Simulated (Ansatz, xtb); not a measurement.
## Ranking isomers of CH4ClGeNSi

4 gas-phase structures of CH4ClGeNSi, from a drawn sample of its isomers (lower ones may exist). Each was relaxed with GFN2-xTB; where two conformers were screened, the lower at r2SCAN-D4/def2-SVP//GFN2-xTB is listed:

A. `N#C[Si@@H](Cl)[GeH3]`, a singlet
B. `N#C[SiH2][GeH2][Cl]`, a singlet
C. `N#[C][GeH2][SiH2]Cl`, a singlet
D. `N#[C][Ge@@H]([SiH3])[Cl]`, a singlet

**Question.** Estimate their order in r2SCAN-D4/def2-SVP//GFN2-xTB energy at these geometries, lowest first.

**Answer.** Calculated order at r2SCAN-D4/def2-SVP//GFN2-xTB: A (0.0), C (15.0), B (15.7), D (29.1) kJ/mol. Less than 1 kcal/mol parts C and B, so the order within that pair means little.

Energies above the lowest of each column, in kJ/mol; the last columns are at r2SCAN-D4/def2-SVP geometries:

| structure | GFN2-xTB | HF/STO-3G | r2SCAN-D4/def2-SVP//GFN2-xTB | r2SCAN-D4/def2-SVP | CCSD(T)/def2-SVP + ΔMP2/def2-TZVPP |
| --- | --- | --- | --- | --- | --- |
| A | 48.4 | 2.5 | 0.0 | 0.0 | 0.0 |
| C | 25.0 | 3.8 | 15.0 | 15.9 | 9.4 |
| B | 18.5 | 0.0 | 15.7 | 17.8 | 18.8 |
| D | 0.0 | 7.3 | 29.1 | 33.9 | 29.7 |

CCSD(T)/def2-SVP + ΔMP2/def2-TZVPP puts A lowest; GFN2-xTB picks D, HF/STO-3G picks B. Flexible structures stand in one conformer each, not always the lowest. ΔMP2 is the change of the MP2 energy from the smaller to the larger basis.

Over these structures GFN2-xTB departs from r2SCAN-D4/def2-SVP//GFN2-xTB by 21.2 kJ/mol on average once a common shift is removed. A GFN2-xTB relaxation took about 0.1 s and the r2SCAN-D4/def2-SVP//GFN2-xTB energy about 1.7 s on a shared host (Ansatz 0.2.0, xtb 6.7.1).
